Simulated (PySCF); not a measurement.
C₆H₁₁N₃.
Z-matrix (Å and degrees, PBE0-D3(BJ)/def2-SVP geometry), rows numbered from 1:
```
C 
C   1  1.4860
N   2  1.3224  1  122.68
N   3  1.3392  2  102.53  1   179.56
C   4  1.3497  3  111.00  2     0.02
C   5  1.4979  4  125.27  3   179.36
C   6  1.5284  5  109.91  4  -124.89
C   6  1.5236  5  112.63  4     1.05
N   5  1.3182  4  108.60  3     0.10
H   1  1.1007  2  110.70  3  -114.18
H   1  1.0969  2  110.09  3     6.38
H   1  1.0999  2  110.48  3   127.21
H   4  1.0113  3  120.16  2   179.42
H   6  1.1045  5  105.88  4   119.32
H   7  1.1006  6  110.71  5  -173.21
H   7  1.1016  6  110.74  5    66.77
H   7  1.0986  6  110.26  5   -52.67
H   8  1.1015  6  112.08  5    57.48
H   8  1.0994  6  110.40  5   177.00
H   8  1.1028  6  111.26  5   -64.18
```

All values: PBE0/pcSseg-1 (PySCF, non-relativistic), on one gas-phase PBE0-D3(BJ)/def2-SVP geometry that isn't relaxed in the solvent. The solvent is an IEF-PCM continuum (Bondi radii, 1.10 Å for H, scaled by 1.2). Specific hydrogen bonds and non-electrostatic terms are outside this model.

| run | E − E(gas) (kcal/mol) | HOMO (eV) | HOMO–LUMO gap (eV) | dipole (D) |
| --- | --- | --- | --- | --- |
| gas | 0.00 | -7.17 | 7.64 | 2.77 |
| P | -6.40 | -7.28 | 7.72 | 3.46 |
| Q | -9.16 | -7.34 | 7.74 | 3.79 |

Problem. The runs were made in chloroform and water. Which run belongs to which solvent?

Solution. P = chloroform, Q = water. The dielectric constants are 4.711 (chloroform), 78.36 (water), and the energy falls further as ε rises. In this model the ground state sees the solvent through ε alone.

Problem. How constant is the ratio of the lowering to (ε − 1)/(2ε + 1)?

Solution. 
| solvent | (ε − 1)/(2ε + 1) | E − E(gas) (kcal/mol) | ratio (kcal/mol) | polarisation term (kcal/mol) |
| --- | --- | --- | --- | --- |
| chloroform | 0.356 | -6.40 | -18.0 | -7.16 |
| water | 0.490 | -9.16 | -18.7 | -10.79 |

The ratio changes by +3.9 % in size from chloroform to water. The polarisation term is half the interaction of the solute with the induced surface charges.
